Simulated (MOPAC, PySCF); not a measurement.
H3AlS3, SMILES `[SH][Al]([SH])[SH]`, neutral singlet in the gas phase. 

Cartesian coordinates (Å):
SMILES: [SH][Al]([SH])[SH]
```xyz
7

S     -0.1835     1.8866    -0.3102
Al     0.2330    -0.2599    -0.2776
S      2.2893    -0.9407    -0.0173
S     -1.2970    -1.8039    -0.4957
H     -1.5162     1.7344    -0.3996
H      2.7653     0.3077     0.1397
H     -2.2909    -0.9242    -0.7091
```
Charge 0, multiplicity 1.

All levels are single points at this geometry (B3LYP-D3(BJ)/def2-TZVP); Pople sets use spherical d functions. Orbital energies aren't observables, and empty levels follow the basis.

```json
[
 {"level": "B3LYP-D3(BJ)/def2-TZVP in PySCF", "HOMO (eV)": "-7.45", "LUMO (eV)": "-0.89", "gap (eV)": "6.56", "dipole (D)": "1.51", "vertical IE, Delta-SCF (eV)": "9.50"},
 {"level": "B3LYP/3-21G in PySCF", "HOMO (eV)": "-7.59", "LUMO (eV)": "-1.28", "gap (eV)": "6.31", "dipole (D)": "2.42", "vertical IE, Delta-SCF (eV)": "–"},
 {"level": "B3LYP/LANL2DZ in PySCF", "HOMO (eV)": "-7.62", "LUMO (eV)": "-1.30", "gap (eV)": "6.32", "dipole (D)": "2.48", "vertical IE, Delta-SCF (eV)": "–"},
 {"level": "PBE/6-31G* in PySCF", "HOMO (eV)": "-6.46", "LUMO (eV)": "-1.56", "gap (eV)": "4.90", "dipole (D)": "1.97", "vertical IE, Delta-SCF (eV)": "–"},
 {"level": "SVWN5/6-31G* in PySCF", "HOMO (eV)": "-6.55", "LUMO (eV)": "-1.76", "gap (eV)": "4.79", "dipole (D)": "2.05", "vertical IE, Delta-SCF (eV)": "–"},
 {"level": "PM7 in MOPAC", "HOMO (eV)": "-10.13", "LUMO (eV)": "-1.24", "gap (eV)": "8.88", "dipole (D)": "3.03", "vertical IE, Delta-SCF (eV)": "–"}
]
```
